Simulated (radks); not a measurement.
Charge is removed step by step from the 3d down level of neutral germanium, starting from [Ar] 3d(up 5, down 5) 4s2 4p2. Calculated with a radial shooting solver on a logarithmic mesh with Libxc functionals: scalar-relativistic Kohn-Sham, r2SCAN, spin-polarised, spherical densities, finite nucleus; open shells are filled with parallel spins first; meta-GGA in the generalised Kohn-Sham scheme; Fermi nuclear charge, rms radius 4.0742 fm.

| removed (e) | E - E(0) (eV) | eigenvalue (eV) | E minus straight line (eV) |
|---|---|---|---|
| 0 | 0.000 | -29.724 | 0.000 |
| 0.1 | 3.056 | -31.418 | -0.816 |
| 0.2 | 6.284 | -33.152 | -1.460 |
| 0.3 | 9.686 | -34.925 | -1.929 |
| 0.4 | 13.269 | -36.736 | -2.218 |
| 0.5 | 17.033 | -38.582 | -2.325 |
| 0.6 | 20.984 | -40.462 | -2.246 |
| 0.7 | 25.125 | -42.375 | -1.977 |
| 0.8 | 29.459 | -44.320 | -1.515 |
| 0.9 | 33.988 | -46.296 | -0.857 |
| 1 | 38.717 | -48.301 | 0.000 |

Removing the whole electron costs 38.717 eV by Delta-SCF, against 29.724 eV from minus the eigenvalue at the starting occupation. Slater's transition state (half an electron removed) gives 38.582 eV. Integrating minus the eigenvalue over the occupation (Janak's theorem) gives 38.725 eV. In this scalar-relativistic scheme the density is built from large components alone, so the theorem holds only approximately. The mean slope of the eigenvalue, de/dn, is 18.6 eV per electron.
